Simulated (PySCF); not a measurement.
W(NH)(S)(F)(NH2) (FH3N2SW), SMILES [NH]=[W]([NH2])([F])=[S], multiplicity 1. Heavy atoms are numbered as in [W:1](=[NH:2])(=[S:4])([F:5])[NH2:6]. Hydrogens are named by the atom that carries them.

Geometry: PBE-D3(BJ)/def2-SVP. The multiplicity is an assumed one; no other spin state was optimised. The structure was generated by enumeration; whether it is a known compound was not checked. The def2 effective core potentials stand for the cores of W; spin–orbit coupling is left out. One conformer was computed; it need not be the lowest.

The numbers are results of B3LYP/def2-TZVP run with PySCF, not measurements.

ESP charges are fitted to the potential on shells at 1.4 to 2.0 van der Waals radii. Atomic charges (e), one atom of each kind:

```json
[
 {"atom": "W1", "Löwdin": "0.43", "ESP fit": "0.90", "Mulliken": "1.26"},
 {"atom": "N2 (NH)", "Löwdin": "-0.34", "ESP fit": "-0.60", "Mulliken": "-0.58"},
 {"atom": "H on N2", "Löwdin": "0.16", "ESP fit": "0.35", "Mulliken": "0.25"},
 {"atom": "S4", "Löwdin": "0.03", "ESP fit": "-0.32", "Mulliken": "-0.37"},
 {"atom": "F5", "Löwdin": "-0.25", "ESP fit": "-0.26", "Mulliken": "-0.40"},
 {"atom": "N6 (NH2)", "Löwdin": "-0.35", "ESP fit": "-0.76", "Mulliken": "-0.69"},
 {"atom": "H on N6", "Löwdin": "0.17", "ESP fit": "0.35", "Mulliken": "0.26"}
]
```
